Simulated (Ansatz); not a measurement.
Reaction (ligand exchange at a Zn–C bond): `CO[CH2][ZnH]` + `O[SiH3]` → `[SiH3][O][ZnH]` + `COC`

Isolated molecules relaxed with PBE0-D4/def2-TZVP in Ansatz; ΔE leaves out vibrations. CCSD(T)/CBS adds triple-zeta CCSD(T) − MP2 to the extrapolated MP2 energy (def2 sets, frozen cores). DFT in def2-TZVPP. B3LYP here is the variant with VWN-RPA as its local correlation; programs differ in this. For Zn outer-core shells are correlated without core-valence functions, which leaves a few kJ/mol of doubt a bond. Scalar relativity is left out up to krypton. Each species was taken in one conformer, which may not be the lowest.

`CO[CH2][ZnH]`:

Cartesian coordinates in Å:
```
C 1.175 -0.152 1.126
O 0.351 -0.618 0.094
C -0.536 0.379 -0.382
Zn -1.609 -0.432 -1.813
H 1.824 -0.973 1.436
H 1.798 0.691 0.792
H 0.583 0.182 1.991
H 0.030 1.252 -0.747
H -1.171 0.750 0.439
H -2.446 -1.080 -2.936
```

`O[SiH3]`:

Z-matrix (Å, degrees):
```
Si
O 1 1.648
H 1 1.489 2 111.7
H 1 1.489 2 111.7 3 120.9
H 1 1.481 2 105.9 3 -119.6
H 2 0.957 1 117.9 3 -60.5
```

`[SiH3][O][ZnH]`:

```xyz
7

Si    0.597   -0.602   -0.777
O    -0.515   -0.138    0.302
Zn   -1.180    1.027    1.446
H     0.814    0.439   -1.825
H     0.157   -1.854   -1.453
H     1.914   -0.863   -0.126
H    -1.788    1.992    2.434
```

`COC`:

Z-matrix (Å, degrees):
```
C
O 1 1.399
H 1 1.090 2 107.7
H 1 1.100 2 111.6 3 119.4
H 1 1.100 2 111.6 3 -119.4
C 2 1.399 1 112.1 3 -180.0
H 6 1.100 2 111.6 1 60.6
H 6 1.090 2 107.7 1 -179.9
H 6 1.100 2 111.6 1 -60.5
```

```csv
level,ΔE (kcal/mol)
BLYP-D4,-25.2
PBE0-D4,-24.7
B3LYP-D4,-26.2
revPBE,-23.5
CAM-B3LYP,-27.1
SCS-MP2/def2-TZVPP,-27.8
CCSD/def2-TZVPP,-27.4
CCSD/CBS(def2),-27.4
```

Question: What does CCSD(T)/CBS give? (Best estimate.)

Answer: Computed: -26.7 kcal/mol. The listed levels differ from it by 1.5, 2.0, 0.5, 3.2, -0.4, -1.1, -0.7, -0.7 kcal/mol.

Largest T1 diagnostic among the species: 0.016.

Leaving LDA and LC-ωPBE aside and taking each functional with its dispersion term where it has one, the values, not all of them listed here, spread over 5.2 kcal/mol, from BHLYP-D4 to revPBE-D4. From PBE to PBE0 (25 % exact exchange), in def2-TZVPP and without D4, ΔE moves by −1.3 kcal/mol. In def2-TZVPP, CCSD(T) changes the Hartree–Fock value by +4.9 kcal/mol (the triples alone add +0.7 kcal/mol) and MP2 by +4.8 kcal/mol.
